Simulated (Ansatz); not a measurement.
Ansatz (a program for electronic structure) input for CH₁₂Si₅, SMILES [SiH3][Si]1([SiH3])[SiH2]C[SiH2]1, CAM-B3LYP/def2-SVPD. Geometry optimised at B3LYP-D3(BJ)/def2-SVP. The structure was generated by enumeration, and PubChem lists no compound with its InChIKey, so it may never have been made.

Ansatz 0.2 input:
```yaml
crystal:
  periodic: [false, false, false]
  atoms:
    - {symbol: Si, position_ang: [-1.44420560, 2.33737525, 0.00000000]}
    - {symbol: Si, position_ang: [-0.01638494, 0.48526239, 0.00000000]}
    - {symbol: Si, position_ang: [2.26613946, 1.01216125, -0.00000000]}
    - {symbol: Si, position_ang: [-0.41544270, -1.34910414, -1.44672346]}
    - {symbol: C, position_ang: [-0.04922848, -2.54839557, 0.00000001]}
    - {symbol: Si, position_ang: [-0.41544270, -1.34910414, 1.44672346]}
    - {symbol: H, position_ang: [-1.20961158, 3.17804374, -1.21178815]}
    - {symbol: H, position_ang: [-2.86423061, 1.87789478, 0.00000000]}
    - {symbol: H, position_ang: [-1.20961157, 3.17804375, 1.21178815]}
    - {symbol: H, position_ang: [2.63952833, 1.80017062, -1.21234218]}
    - {symbol: H, position_ang: [2.63952833, 1.80017063, 1.21234216]}
    - {symbol: H, position_ang: [3.05308403, -0.25860993, -0.00000000]}
    - {symbol: H, position_ang: [0.43427903, -1.53629566, -2.66093164]}
    - {symbol: H, position_ang: [-1.85089801, -1.42379092, -1.85285485]}
    - {symbol: H, position_ang: [-0.59689947, -3.50351611, 0.00000001]}
    - {symbol: H, position_ang: [1.03153213, -2.77391944, -0.00000000]}
    - {symbol: H, position_ang: [-1.85089800, -1.42379091, 1.85285487]}
    - {symbol: H, position_ang: [0.43427904, -1.53629564, 2.66093164]}
basis:
  gaussian:
    orbitals: def2-SVPD
hamiltonian:
  xc: {name: CAM-B3LYP}
```

Program output:

```
WARN ansatz: RAYON_NUM_THREADS=2 ignored (pool sized by the plan → 2); use --threads N
Functional definition: CAM-B3LYP
integrals: 0.34 GiB planned
2122 factors; their error is unknown
integrals: 0.36 GiB planned
1006 factors; integrals over basis functions are off by at most 3.8e-6 eV
mean field: 3.07 GiB planned
mean field evaluation 1: about -40603.5185 eV, gradient 3.7e1 eV
mean field evaluation 2: about -40603.1055 eV, gradient 3.8e1 eV
mean field evaluation 4: about -40606.9486 eV, gradient 1.0e0 eV
mean field evaluation 8: about -40607.1805 eV, gradient 1.8e-1 eV
mean field evaluation 16: about -40607.1806 eV, gradient 3.3e-5 eV
mean field -40607.18057925 eV, -1492.2863617520 hartree, gradient 3.3e-5 eV, S^2 0.000000; 0 other end points of the search recorded, 0 dependent functions left out
reference -40607.18077352 eV, -1492.2863688910 hartree; 44, 44 occupied and 192, 192 virtual orbitals, 2122 factors
Total energy: -40607.18077352 eV, -1492.2863688910 hartree
```

The calculation finished and met its thresholds.
